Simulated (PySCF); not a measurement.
Species: C3H6NSi2 (doublet state).
Bonds: N1–C2 (triple), C2–C3, C3–Si4, Si4–C5, C5–Si6, C3–Si6. Hydrogens: H7 on C3; H8, H9 on Si4; H10 on C5; H11, H12 on Si6.

As a line formula: `N#CC1[SiH2][CH][SiH2]1` [radical].

The calculation used PySCF 2.14.0, UKS B3LYP, pcH-1 on C H N Si, non-relativistic, mean-field spin-orbit, GIAO. The structure is a single GFN2-xTB conformer in the gas phase; no vibrational or solvent corrections. A GFN2-xTB geometry isn't a minimum of the functional, and hyperfine couplings can be far from their values at a DFT geometry. No stability test was run, so a lower SCF solution isn't excluded.

Q: The isotropic 13C couplings are +85.5, +16.9, +8.0 MHz. Assign them to C2; C3; C5.

A: 
```csv
site,a_iso (MHz),ρ(0) (bohr⁻³),position,distance from C5 (Å),spin population,largest |T| (MHz)
C2,+8.0,+0.0071,3 bonds from C5,3.65,0.00,1.5
C3,+16.9,+0.0150,2 bonds from C5,2.54,+0.01,3.2
C5,+85.5,+0.0762,largest spin population,0.00,+0.98,140.3
```

Q: Match the computed a_iso(1H) values +61.8, -53.7, +45.9, -3.8 MHz (means over equivalent nuclei) with the sites H7; H8/H12; H9/H11; H10.

A: 
```
  site  a_iso (MHz)  ρ(0) (bohr⁻³)            position  distance from C5 (Å)  bound to  spin population there  largest |T| (MHz)
    H7         -3.8        -0.0009  γ, 3 bonds from C5                  3.21        C3                  +0.01                4.6
H8/H12        +45.9        +0.0103  β, 2 bonds from C5                  2.87   Si4/Si6                  -0.04                4.9
H9/H11        +61.8        +0.0138  β, 2 bonds from C5                  2.84   Si4/Si6                  -0.04                4.8
   H10        -53.7        -0.0120   α, 1 bond from C5                  1.08        C5                  +0.98               35.3
```

ρ(0) is the spin density at the nucleus and T the dipolar tensor; a_iso includes a spin–orbit part; entries for several nuclei are means. The largest Mulliken spin population is on C5 (+0.98). The angles at C5 add up to 355.8°, so it is nearly planar; its axial dipolar tensor and the negative coupling of its proton fit spin in a p orbital normal to that plane.

Examples of negative spin density at the nucleus (bohr⁻³): Si4/Si6 (-0.0469) and H10 (-0.0120).
